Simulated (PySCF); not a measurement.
# How methods differ on the excitation energy of Au

Au [Xe] 4f14 5d10 6s1 (2S) → Au [Xe] 4f14 5d9 6s2 (2D), as a difference of total energies. All numbers are calculated (PySCF 2.14, a scalar-relativistic core potential, in def2-QZVPPD with the def2 core potential (60 electrons) (7s5p4d4f2g, 88 functions)). Correlated levels: valence: 5s2 5p6 frozen; valence and next inner shell: nothing frozen outside the core potential. The calculations carry no spin-orbit coupling.

| method | excitation energy (eV) | error (eV) |
| --- | --- | --- |
| UHF | 1.757 | +0.012 |
| LDA | 1.728 | -0.017 |
| PBE | 1.753 | +0.008 |
| PBE0 | 1.837 | +0.092 |
| r2SCAN | 1.685 | -0.060 |
| PW91 | 1.751 | +0.006 |
| CAM-B3LYP | 1.726 | -0.019 |
| BHandHLYP | 1.757 | +0.012 |
| BLYP | 1.624 | -0.121 |
| MP2 (valence) | 2.026 | +0.281 |
| SCS-MP2 (valence) | 1.894 | +0.149 |
| MP2 (valence and next inner shell) | 1.791 | +0.046 |
| SCS-MP2 (valence and next inner shell) | 1.665 | -0.080 |

Reference: 1.745 eV (measured; NIST levels, between the centres of gravity of the two terms).

Errors of the correlated levels include the incompleteness of this basis and the frozen core.
